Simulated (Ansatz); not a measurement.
```yaml
crystal:
  periodic: [false, false, false]
  atoms:
    - {symbol: Rb, position_ang: [-1.384385, -2.618385, 3.150788]}
    - {symbol: Rb, position_ang: [-1.582364, 0.499577, -2.767049]}
    - {symbol: Rb, position_ang: [2.789109, 1.732202, 0.178781]}
    - {symbol: Br, position_ang: [0.736741, -0.467939, 1.794685]}
    - {symbol: Br, position_ang: [-1.700195, -1.256025, 0.147869]}
    - {symbol: Br, position_ang: [1.141105, 2.110561, -2.505074]}
basis:
  gaussian: {orbitals: def2-TZVP, initial_orbitals: start.molden}
total_charge: 1
magnetization: {spin_polarized: true, initial_magnetization: 1}
hamiltonian: {xc: {name: CAM-B3LYP}, dispersion: d4}
scf: {omitted_lower_state_checks: [starts]}
output: {orbitals: {seedname: orbitals}}
```

The file start.molden holds the orbitals of an earlier run on this structure, at another level or in another basis.

```sh
$ ansatz run in.yaml --threads 4 --pin off --events-out ev --progress --plain --max-ram 4787MiB
```

Problem. Does this run fit into the memory that it is given?

Solution. No. It has 243 basis functions, and Ansatz plans for 6 GiB where 5 GiB are given.
